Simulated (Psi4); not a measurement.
Psi4 input (wB97X-D/6-31G*):

```
memory 1500 MB

molecule {
-1 1
C     2.86990500   -0.07346300    0.27203100
C     1.62417500   -0.04157500    0.15395100
B     0.18416900   -0.00471400    0.01745700
Cl   -0.77667900    1.52718400   -0.12967100
Cl   -0.86363400   -1.48519500   -0.02581000
symmetry c1
no_reorient
no_com
}

set {
  basis 6-31G*
  reference rks
  scf_type pk
  dft_radial_points 99
  dft_spherical_points 590
  e_convergence 1e-8
  d_convergence 1e-7
  maxiter 150
}

e = energy('wb97x-d')
print_out(f'\nFINAL {e:.10f} DIPOLE {variable("CURRENT DIPOLE")[0]:.6f} {variable("CURRENT DIPOLE")[1]:.6f} {variable("CURRENT DIPOLE")[2]:.6f}\n')
```

From the output:

```
      60A      1.314186    61A      1.327225    62A      1.516757
      63A      1.537609    64A      1.624163    65A      1.638021
      66A      1.846563    67A      1.874746    68A      1.896550
      69A      1.981062    70A      2.076553    71A      2.078584
      72A      2.200904    73A      2.250695    74A      2.265027
      75A      2.716247    76A      2.956699    77A      3.015898
      78A      3.507670    79A      3.729758    80A      4.387799
      81A      4.515505    82A      4.554355    83A      4.858630

    Final Occupation by Irrep:
              A
    DOCC [    26 ]
    NA   [    26 ]
    NB   [    26 ]

  @RKS Final Energy: -1021.41804525843895

   => Energetics <=

    Nuclear Repulsion Energy =            196.8036700749022430
    One-Electron Energy =               -1807.7447132091945150
    Two-Electron Energy =                 641.2212375324836557
    DFT Exchange-Correlation Energy =     -51.6972345474408144
    Empirical Dispersion Energy =          -0.0010051091896772
    VV10 Nonlocal Energy =                  0.0000000000000000
    Total Energy =                      -1021.4180452584389514

Computation Completed

Properties will be evaluated at   0.000000,   0.000000,   0.000000 [a0]

Properties computed using the SCF density matrix

 Multipole Moments:

 ------------------------------------------------------------------------------------
     Multipole            Electronic (a.u.)      Nuclear  (a.u.)        Total (a.u.)
 ------------------------------------------------------------------------------------

 L = 1.  Multiply by 2.5417464519 to convert [e a0] to [Debye]
 Dipole X            :         -2.6190148            0.0000076           -2.6190072
 Dipole Y            :          0.0670120            0.0000283            0.0670404
 Dipole Z            :         -0.2482489            0.0000000           -0.2482489
 Magnitude           :                                                    2.6316004

 ------------------------------------------------------------------------------------

FINAL -1021.4180452584 DIPOLE -2.619007 0.067040 -0.248249

*** Psi4 exiting successfully. Buy a developer a beer!
```

The dipole moment of an ion depends on the origin.

The geometry given is a B3LYP-D3(BJ)/def2-TZVP minimum.
